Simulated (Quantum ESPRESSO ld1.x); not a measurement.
Results of a calculation; reference values are marked as such.
One sound ld1.x (Quantum ESPRESSO 7.5) input for the gold ion Au+ gives E = -19012.539 hartree in 32 iterations:

```
 &input
    zed=79.0,
    iswitch=1,
    rel=1,
    dft='BLYP',
    config='[Xe] 4f14 5d10',
    prefix='ld1',
    max_out_wfc=37,
    file_charge='ld1.rho',
 /
```

Changed or added lines, one case at a time, and what came of them:

- xmin=-12.0: usable despite the warning. The mesh starts very near the nucleus, where rounding noise provokes warnings (final residual 1e-12); the energy differs from the default mesh by -0.0002685 hartree, which is rather the error of the default start.
- beta=0.001: not converged. So little new potential is mixed in that the limit of 200 iterations comes first; the energy is off by -0.06534 hartree.
- isic=1 latt=1: refused. The program stops in ld1_readin with "isic and latter correction not allowed": the two corrections exclude each other.
- atom='D2' (without zed): crashed. The symbol names no element; the program warns, takes a nuclear charge of zero and dies without a result.
- atom='Au': harmless. atom and zed name the same element, and the result equals that of the sound run.
- config='[Xe] 4f14 5d10 6p4': not converged. The string holds 82 electrons for Z = 79, so the species has charge -3 and is not the one meant. The extra electrons are not bound, and the cycle does not converge.
- rel=2 cau_fact=67.91: crashed. The program stops in dirsol with "no classical turning point found": with c below Z the Dirac equation of a point nucleus has no 1s solution.
